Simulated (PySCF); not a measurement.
# Molecular orbitals of LiBe

PBE at R = 2.611 Å; PySCF, spin-free X2C with a Gaussian nucleus, basis sets Li jorge-DZP-DKH, Be jorge-DZP-DKH. State: ²Σ⁺ (doublet), unpaired electrons σ ↑. Only the outer orbitals are listed, counted within each symmetry.

```tsv
spin	orbital	occ.	ε (eV)	on Li (%)	main shells (%)
α	2σ	1	-51.44	100	100 Li s
α	3σ	1	-5.70	26	74 Be s, 16 Li s, 9 Li p
α	4σ	1	-3.14	53	50 Li s, 41 Be p
α	1π	0	-2.12	37	63 Be p, 36 Li p
α	1π	0	-2.12	37	63 Be p, 36 Li p
α	5σ	0	-2.03	67	45 Li p, 32 Be p, 22 Li s
β	2σ	1	-51.29	100	100 Li s
β	3σ	1	-5.35	28	70 Be s, 16 Li s, 11 Li p
β	4σ	0	-1.96	45	43 Be p, 40 Li s, 11 Be s
β	1π	0	-1.81	26	74 Be p, 24 Li p
β	1π	0	-1.81	26	74 Be p, 24 Li p
```

Q: Which are the highest filled and the lowest empty level, where do they sit, and how wide is the gap?

A: Highest filled α 4σ at -3.14 eV (in %: 50 Li s, 41 Be p); lowest empty α 1π at -2.12 eV (in %: 63 Be p, 36 Li p); the gap at PBE is 1.02 eV.

The bond order (Mayer) is 1.03 and the ⟨S²⟩ is 0.764. The charge on Li (Mulliken, basis-dependent) is -0.07, the charge on Li (Löwdin, basis-dependent) is -0.14 and the dipole moment (positive dipole means Li(−)Be(+)) is -2.25 D. The polarisability along the bond is 268.2 bohr³ and the polarisability across the bond is 115.0 bohr³.

The state was picked by a PBE0 search and need not be the measured ground state.
